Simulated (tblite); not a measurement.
Isomers of C6H4N4. Computed values, GFN2-xTB/tblite, gas phase, harmonic and unscaled. Errors from tens to a few hundred cm⁻¹ against measured bands are possible. One conformer each.

Electronic energies: GFN2-xTB at the same geometries; isomer energies are rough at this level and their order can be wrong.

```
          SMILES  electronic energy, lowest = 0 (kJ/mol)
C#CCn1ncc(C#N)n1                                    16.3
C#CCn1cc(C#N)nn1                                    34.7
C#Cc1nn(C)nc1C#N                                     0.0
```

Q: How do GFN2-xTB zero-point energies change the relative energies?

A: 
```tsv
SMILES	ZPE (kJ/mol)	of it from modes above 1550 cm⁻¹	electronic (kJ/mol)	with ZPE, lowest = 0 (kJ/mol)	lowest mode (cm⁻¹)	rings
C#Cc1nn(C)nc1C#N	241.1	102.3	0.0	0.0	14	1
C#CCn1ncc(C#N)n1	243.0	103.0	16.3	18.2	25	1
C#CCn1cc(C#N)nn1	241.9	102.7	34.7	35.5	34	1
```

The zero-point energies span 1.9 kJ/mol, from `C#Cc1nn(C)nc1C#N` to `C#CCn1ncc(C#N)n1`. The order is unchanged.
